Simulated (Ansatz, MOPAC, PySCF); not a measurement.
Complex: HCl (SMILES Cl) (first 2 atoms) with CH4 (SMILES C); geometry from B3LYP-D3(BJ)/def2-TZVP, rigid monomers moved along the line of their centres of mass till H2···C3 is 2.27 Å.
(charge 0, multiplicity 1):
```xyz
7

Cl    -0.41273    -0.34685    -0.48214
H     -0.29104    -0.24311     0.79110
C     -0.06817    -0.04962     3.03758
H     -0.99853     0.42612     2.72748
H      0.03298     0.04153     4.11786
H     -0.08362    -1.10639     2.77106
H      0.77873     0.44236     2.55936
```

Monomers are frozen at their geometry in the pair; levels with a basis set take the counterpoise correction. Rows marked so take none.

Correlated levels freeze the cores. CBS(a, b) extrapolates the correlation energy as X⁻³ and adds the Hartree–Fock energy of set b. Rows in 6-31G* carry no dispersion term and start afresh at each structure (6-31G* with six Cartesian d functions). MP2/6-31G* freezes PySCF's default core. The state that PM3, PM7 reach isn't checked; PM7 holds dispersion and hydrogen-bond terms.

The values were computed with Ansatz (Gaussian basis) for Hartree–Fock, density functionals and correlated methods; MOPAC for PM3, PM7 (differences of heats of formation); PySCF for 6-31G* rows, the dispersion terms. Each number belongs to the level named beside it.

Other levels give for the interaction energy: PBE/def2-TZVPPD -0.51; B3LYP/def2-TZVPPD 0.42; B3LYP-D3(BJ)/def2-TZVPPD -0.90; wB97M-V/def2-TZVPPD -0.72; CCSD(T)/CBS(aug-cc-pV(D+d)Z, aug-cc-pV(T+d)Z) -0.92 kcal/mol.

Common cheap choices:

```json
[
 {"level": "PM3", "interaction energy (kcal/mol)": "-0.81", "less -0.92 (CCSD(T)/CBS(aug-cc-pV(D+d)Z, aug-cc-pV(T+d)Z))": "0.11"},
 {"level": "PM7", "interaction energy (kcal/mol)": "-1.77", "less -0.92 (CCSD(T)/CBS(aug-cc-pV(D+d)Z, aug-cc-pV(T+d)Z))": "-0.85"},
 {"level": "HF/6-31G* (no counterpoise)", "interaction energy (kcal/mol)": "1.31", "less -0.92 (CCSD(T)/CBS(aug-cc-pV(D+d)Z, aug-cc-pV(T+d)Z))": "2.23"},
 {"level": "BP86/6-31G* (no counterpoise)", "interaction energy (kcal/mol)": "0.17", "less -0.92 (CCSD(T)/CBS(aug-cc-pV(D+d)Z, aug-cc-pV(T+d)Z))": "1.09"},
 {"level": "B3LYP/6-31G*", "interaction energy (kcal/mol)": "0.44", "less -0.92 (CCSD(T)/CBS(aug-cc-pV(D+d)Z, aug-cc-pV(T+d)Z))": "1.36"},
 {"level": "B3LYP/6-31G* (no counterpoise)", "interaction energy (kcal/mol)": "0.11", "less -0.92 (CCSD(T)/CBS(aug-cc-pV(D+d)Z, aug-cc-pV(T+d)Z))": "1.03"},
 {"level": "M06-2X/6-31G* (no counterpoise)", "interaction energy (kcal/mol)": "-0.97", "less -0.92 (CCSD(T)/CBS(aug-cc-pV(D+d)Z, aug-cc-pV(T+d)Z))": "-0.06"},
 {"level": "MP2/6-31G*", "interaction energy (kcal/mol)": "0.85", "less -0.92 (CCSD(T)/CBS(aug-cc-pV(D+d)Z, aug-cc-pV(T+d)Z))": "1.77"}
]
```

Ansatz is a first-principles code.
